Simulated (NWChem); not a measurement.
# Atomisation of AgI

SMILES: [Ag][I]
```xyz
2

Ag     0.0000     0.0000    -1.3683
I      0.0000     0.0000     1.2134
```
Charge 0, spin multiplicity 1.

The numbers come from NWChem runs, not from measurements. The geometry was optimised at PBE0/def2-SVP with def2 effective core potentials on Ag, I, a minimum by its harmonic frequencies.

Basis set: def2-TZVP. The atomisation energy is electronic alone: no zero-point, thermal, spin-orbit or counterpoise terms. No value is extrapolated to the basis-set limit. Free atoms are single determinants with multiplicities Ag 2, I 2. Correlated methods freeze the same cores in atoms and molecule, 8 orbitals in all.

Costs are rough ratios of processor time within this set of runs, SCF included, with HF as 1. Costs are the molecule's.

Effective core potentials replace the inner electrons of Ag, I; spin-orbit coupling is left out. B3LYP has NWChem's definition, with VWN1-RPA local correlation. The structure started from a generated list of species. The stability of the SCF solutions was not checked. Open-shell Hartree-Fock references start from PBE0 orbitals; any time given for them includes that run. Coupled-cluster values serve here as a point of comparison, not as the truth.

| method | atomisation energy (kcal/mol) | relative cost |
|---|---|---|
| CCSD(T) | 59.7 | 10 |
| B3LYP | (withheld) | under 3 |
| r2SCAN | 61.0 | under 3 |
| HF | (withheld) | 1 |
| PBE0 | (withheld) | under 3 |
| TPSS | 61.0 | under 3 |
| MP2 | 63.5 | under 3 |
| PBE | 60.3 | under 3 |

### Question
What belongs in the gaps?

### Answer

- B3LYP, atomisation energy (kcal/mol): 55.1
- HF, atomisation energy (kcal/mol): 40.1
- PBE0, atomisation energy (kcal/mol): 59.3
